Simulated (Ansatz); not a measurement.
`ClB1[SiH2]S1` + H₂ → `B1[SiH2]S1` + HCl  (hydrogenolysis of a B–Cl bond)

Isolated molecules relaxed with PBE0-D4/def2-TZVP in Ansatz; ΔE leaves out vibrations. CCSD(T)/CBS is the MP2 limit (def2-TZVPP, def2-QZVPP) plus CCSD(T) − MP2 in def2-TZVPP, frozen cores. This one scheme is used for every species. Functionals use def2-TZVPP. B3LYP here is the variant with VWN-RPA as its local correlation; programs differ in this. HSE06 is defined as in plane-wave codes.

`ClB1[SiH2]S1`:

Z-matrix (Å, degrees):
```
Si
B 1 1.928
S 1 2.181 2 50.5
H 1 1.482 2 123.9 3 -94.8
H 1 1.482 2 123.9 3 94.8
Cl 2 1.722 1 153.3 3 -180.0
```

H₂:

Cartesian coordinates in Å:
```
H -0.162 -0.323 0.092
H 0.162 0.323 -0.092
```

`B1[SiH2]S1`:

Cartesian coordinates in Å:
```
B -0.402 0.918 0.596
Si 0.015 -0.706 -0.365
S 1.288 0.988 0.096
H -1.101 1.662 1.198
H 0.433 -1.968 0.288
H -0.233 -0.895 -1.813
```

HCl:

Cartesian coordinates in Å:
```
Cl 0.232 0.555 -0.217
H -0.232 -0.555 0.217
```

(1) Is it downhill or uphill in electronic energy at CCSD(T)/CBS, and by how much? (Estimate.)

(2) What do these levels give: HSE06-D4, revPBE, PBE0, B3LYP, MP2/def2-SVP, CCSD/def2-SVP? (Best estimate.)

Largest T1 diagnostic among the species: 0.017.

Results:

(1) Computed: Uphill: ΔE = +0.57 eV.

(2) Computed: HSE06-D4 0.63, revPBE 0.62, PBE0 0.59, B3LYP 0.55, MP2/def2-SVP 0.73, CCSD/def2-SVP 0.59 eV.

The D4 term adds +0.08 eV with B3LYP and +0.04 eV with PBE0; it sums over pairs of atoms, weighted by their polarisabilities, and B3LYP, whose exchange is more repulsive, gets the larger term. At CCSD(T), def2-SVP lies +0.06 eV from the extrapolated value and def2-TZVPP −0.01 eV. In def2-TZVPP, CCSD(T) changes the Hartree–Fock value by +0.18 eV (the triples alone add +0.06 eV) and MP2 by +0.30 eV.
